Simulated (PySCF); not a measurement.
HCdCl (SMILES [Cl][CdH]), singlet, geometry from GFN2-xTB (such geometries of metal compounds can be far from the true shape) (core potentials on Cd). Base run: PySCF with CAMB3LYP/def2-SVPD, polarisability.

Input for PySCF:
```python
from pyscf import gto, scf, dft
from pyscf.prop import polarizability

mol = gto.M(
    atom='''
Cd   -0.25675493   -0.20964532   -0.44694658
H    -1.37992190   -0.29235995   -1.60707343
Cl    0.80612698    0.60913736    1.35650055
''',
    basis='def2-svpd',
    ecp={'Cd': 'def2-svpd'},
    verbose=3,
)

mf = dft.RKS(mol)
mf.xc = 'camb3lyp'
mf.kernel()
alpha = mf.Polarizability().polarizability()[2, 2]
print('alpha_zz =', alpha)
```

Each row names what was changed in the base input (with any setting that the change needs).

```csv
change,alpha_zz (bohr³),basis functions,core-seconds (rough)
base,50.36,69,10
basis = def2-TZVP,45.63,83,20
functional = pbe,54.16,69,6
finite field (a.u.) = 0.05; conv_tol = 1e-11,52.98,69,20
"functional = lda,vwn",54.87,69,5
finite field (a.u.) = 0.02; conv_tol = 1e-11,50.72,69,20
finite field (a.u.) = 0.001; conv_tol = 1e-6,50.36,69,10
functional = pbe0,50.77,69,6
finite field (a.u.) = 2e-4; conv_tol = 1e-11,50.36,69,20
finite field (a.u.) = 0.001; conv_tol = 1e-11,50.36,69,20
functional = hf,44.68,69,1
basis = def2-SVP,41.41,54,10
```

Finite-field rows take the second difference of the energy in a field along z; a small field with loose convergence shows SCF noise divided by the square of the field, and a large one adds hyperpolarisability.
